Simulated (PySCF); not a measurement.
# Electron correlation in Cd³¹⁺ (cadmium, charge +31)

[Ne] 3s2 3p5, 2P determinant. All numbers are calculated (PySCF 2.14, scalar relativity by spin-free X2C-1e, in an uncontracted even-tempered set (18 s from 4.4 bohr⁻², ratio 2.5; 12 p from 5.7 bohr⁻², ratio 2.5; 5 d from 27 bohr⁻², ratio 2.7; 4 f from 41 bohr⁻², ratio 2.7)). Frozen: 1s2; 15 electrons correlated; the 21 highest virtual orbitals of each spin left out.

```csv
level,correlation energy (mhartree)
CCSD,-611.60
(T),-1.46
CCSD(T),-613.06
```

Diagnostics: T1 = 0.00072, D1 = 0.0033, largest double amplitude 0.024.

Spin-orbit coupling, absent here, splits the open shell strongly.

Cost of the coupled-cluster step: roughly 110 core-seconds, for 15 correlated electrons.

Iterations:

```
CC2 = 0
CCSD nocc = (np.int64(8), np.int64(7)), nmo = (85, 85)
frozen orbitals [[0, 86, 87, 88, 89, 90, 91, 92, 93, 94, 95, 96, 97, 98, 99, 100, 101, 102, 103, 104, 105, 106], [0, 86, 87, 88, 89, 90, 91, 92, 93, 94, 95, 96, 97, 98, 99, 100, 101, 102, 103, 104, 105, 106]]
max_cycle = 100
direct = 0
conv_tol = 1e-08
conv_tol_normt = 1e-06
diis_space = 8
diis_start_cycle = 0
Init t2, MP2 energy = -0.597786209434052
Init E_corr(UCCSD) = -0.597786209435302
cycle = 1  E_corr(UCCSD) = -0.608918655668729  dE = -0.0111324462  norm(t1,t2) = 0.0087128
cycle = 2  E_corr(UCCSD) = -0.611124684548015  dE = -0.00220602888  norm(t1,t2) = 0.00177143
cycle = 3  E_corr(UCCSD) = -0.611603058697777  dE = -0.00047837415  norm(t1,t2) = 0.000400967
cycle = 4  E_corr(UCCSD) = -0.611595957883049  dE = 7.10081473e-06  norm(t1,t2) = 2.15164e-05
cycle = 5  E_corr(UCCSD) = -0.611595718610977  dE = 2.39272072e-07  norm(t1,t2) = 1.31962e-06
cycle = 6  E_corr(UCCSD) = -0.61159580175114  dE = -8.31401631e-08  norm(t1,t2) = 1.28929e-07
cycle = 7  E_corr(UCCSD) = -0.611595799839421  dE = 1.91171956e-09  norm(t1,t2) = 9.34371e-09
UCCSD converged
E(UCCSD) = -4882.902021114002  E_corr = -0.6115957998394209
UCCSD(T) correction = -0.00146303397678822
```

At this charge the one-electron X2C treatment keeps the bare 1/r₁₂, with no two-electron picture change or Breit term. The effect here is smaller than on the frozen 1s shell; and a scalar Hamiltonian misses the large spin-orbit splitting of the p shells, which matters for ns² → np² pairs.
